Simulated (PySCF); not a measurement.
Work out the structure from these simulated measurements.

Formula: C4H7BF2O2.

| Quantity | Value |
| --- | --- |
| Rotational structure | rotational constants A, B, C: 4.252, 0.637, 0.612 GHz [PBE0-D3(BJ)/def2-SVP] |
| Polarisability | 67.7 au [wB97X-D/def2-SVPD] |
| UV, strongest line | among the 10 lowest singlet transitions: S3 at 8.25 eV (150 nm, f = 0.147) [TDDFT wB97X-D/def2-SVPD] |
| 13C NMR | chemical shifts (computed TMS as zero) by class: 163.6 (1 C), 60.5 (1 C), 20.7 (1 C), 14.5 (1 C) ppm [GIAO KT2/pcSseg-1] |
| 1H NMR | chemical shifts (computed TMS as zero) by class: 4.07 (2 H), 1.93 (3 H), 1.50 (2 H) ppm [GIAO KT2/pcSseg-1] |
| UV, first state | lowest singlet excitation: 5.98 eV (207 nm, f = 0.001) [TDDFT wB97X-D/def2-SVPD] |

The electronic properties come from PySCF, for the isolated species, density fitting. Levels stand in brackets. One conformer (not necessarily the lowest) at the PBE0-D3(BJ)/def2-SVP geometry, without solvent, vibrations or thermal averaging. NMR values are class means; diastereotopic atoms form classes of their own.

Q: Propose a structure and show how it fits.

A: Numbering: `[CH3:1][C:2](=[O:3])[O:4][CH2:5][CH2:6][B:7]([F:8])[F:9]`. 4 carbons fall into 4 classes; from least to most shielded: ester carbonyl carbon [C2] (163.6 ppm), sp3 carbon bound to oxygen [C5] (60.5 ppm), methyl carbon next to a carbonyl [C1] (20.7 ppm), sp3 carbon bound to boron [C6] (14.5 ppm). Hydrogen classes from least to most shielded: 2 H on an sp3 carbon bound to oxygen, C5 (4.07 ppm, a mean of values up to 1.0 ppm apart in this geometry), 3 H on a methyl carbon next to a carbonyl, C1 (1.93 ppm), 2 H on an sp3 carbon bound to boron, C6 (1.50 ppm, a mean of values up to 1.0 ppm apart in this geometry). The optimised geometry has point group C1 and is an asymmetric top. Structure: `CC(=O)OCCB(F)F`. Computed isomers that give other values at the same levels: `FC(F)[C@H]1CCOBO1` (rotational constant A: 3.449 GHz; this holds for the one conformer computed). The assignments are read from this structure; whether some other isomer fits the data as well wasn't checked.

Conformer computed: `[CH3:1][C:2](=[O:3])[O:4][CH2:5][CH2:6][B:7]([F:8])[F:9]`: C1–C2–O4–C5 178°, C2–O4–C5–C6 -78°, O4–C5–C6–B7 -173°, C5–C6–B7–F8 -178°.
